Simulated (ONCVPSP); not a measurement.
# Before and after: ONCV potential for copper (Cu)

* Element: Cu (Z = 29)
* Generator: ONCVPSP 4.0.1
* Type: optimised norm-conserving Vanderbilt (ONCV)
* Functional: PW91
* Relativity: scalar-relativistic
* Frozen core: [Ne]
* Valence charge: 19
* Reference configuration: 3s2 3p6 3d9 4s2
* Partial waves: 3s+4s: rc 1.40 bohr, ncon 3, nbas 6, qcut 6.9 1/bohr, 3 projectors, debl 3.5 Ha; 3p: rc 0.70 bohr, ncon 4, nbas 7, qcut 12.9 1/bohr, 2 projectors, debl 2.1 Ha; 3d: rc 1.50 bohr, ncon 3, nbas 8, qcut 12.7 1/bohr, 2 projectors, debl 3.9 Ha
* Local potential: polynomial inside 0.55 bohr (lpopt 5, dvloc0 0 Ha)
* Core correction: Teter function, fcfact 1.75, rcfact 1.45

In the p channel the program set the typed energies aside and used -2.843, 0.250 Ha.

Change: d: rc 1.08.

Cutoffs: the cutoffs (Ha) at which the residual kinetic energy of the hardest occupied pseudo-wave falls to 1 and 0.1 mHa per electron; they do not see the model core or the augmentation charge, which bear on the density cutoff. Errors are all-electron minus pseudo energies relative to the spin-unpolarised reference configuration.

Task: What does the change do?

Result: The potential gets neither clearly harder nor softer (84 Ha and 256 Ha → 84 Ha and 256 Ha); the p channel sets the loose cutoff, while the largest relative change is in d, which becomes harder; of the 4 tests that both files solve, the error grows in 0 and shrinks in 3 by more than 15 % and 0.3 meV (median size 14.1 → 4.7 meV); neither file shows a bound ghost. Less of the atom is replaced, so other configurations are described better.

| quantity | base | changed |
| --- | --- | --- |
| cutoff, loose | 84 Ha | 84 Ha |
| cutoff, tight | 256 Ha | 256 Ha |
| loose cutoff by channel | s 17 Ha, p 84 Ha, d 55 Ha | s 17 Ha, p 84 Ha, d 69 Ha |
| bound ghosts | none | none |
| GHOST(+) flags under 300 eV | none | none |
| error for 3s2 3p6 3d10 4s1, meV [ΔE -1.99 eV] | +22 | +7.8 |
| error for 3s2 3p6 3d10 4s0, meV [ΔE 6.21 eV] | +47 | +18 |
| error for 3s2 3p6 3d9 4s0, meV [ΔE 27.65 eV] | +5.7 | +1.5 |
| error for 3s2 3p6 3d9 4s1 4p1, meV [ΔE 4.87 eV] | 0.0 | -0.2 |
| s: phases at 1.42 bohr within 0.05 rad from the reference energy up to (Ha; the scan ends near 5) | to the end of the scan | to the end of the scan |
| p: phases at 0.71 bohr within 0.05 rad from the reference energy up to (Ha; the scan ends near 5) | to the end of the scan | to the end of the scan |
| rms error of d²Exc/dni dnj with the model core, mHa | 1.22 | 1.27 |
